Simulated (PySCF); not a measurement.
Molecule: SMILES C[Si](C)(C)[SiH2][SiH](Cl)Cl. Atoms near the plane z = 0.6 Å, at the GFN2-xTB optimised geometry (x, y, z in Å): Si1 (-0.2, -2.4, 0.0), Cl2 (1.8, -2.4, 0.0), Si4 (-1.0, -0.2, 0.0), Si5 (0.1, 1.2, 1.6), C6 (1.9, 1.6, 0.9), H11 (-2.4, -0.2, 0.2), H12 (2.4, 2.2, 1.7), H13 (1.8, 2.2, 0.0), H14 (2.4, 0.7, 0.7), H20 (-1.0, 3.4, 1.0).

Method: PBE0/def2-SVP run with PySCF. Cells within 0.4 Å of a nucleus heavier than hydrogen are left out (blank, or x). The values are rescaled to run from 0 to 1.

```
|000000000000000000000000000|
|000000000000000000000000000|
|000000000144200000000000000|
|000000001799820000000000000|
|000000004999950000000000000|
|000000003999940000000000000|
|000000001799810024310000000|
|000000000145210168731000000|
|000000000001212478752000000|
|00000000001232477x253000000|
|000000000136744774798300000|
|000004653369985557999820000|
|000049999657996216999920000|
|000079999700685101899600000|
|000079999700363000000000000|
|000049999634761002100000000|
|000005763368972147763000000|
|000000000157643478885200000|
|000000000133003687886300000|
|000000000244003686886300000|
|000000001357533478985200000|
|000000003456641168874100000|
|000000002455430025642000000|
|000000001344320002210000000|
|000000000122100000000000000|
|000000000000000000000000000|
|000000000000000000000000000|
```
Scale: ten equal steps from 0.000 (start of '0') to 1.00 (end of '9'), in the order '0123456789'; x runs from -5.50 to 5.50, y from -5.50 (bottom) to 5.50 (top).

**Question.** Which quantity is mapped?
(A) deformation density (molecule minus spherical neutral atoms)
(B) Laplacian of the electron density
(C) an orbital amplitude
(D) electron localisation function

**Answer.** D, electron localisation function
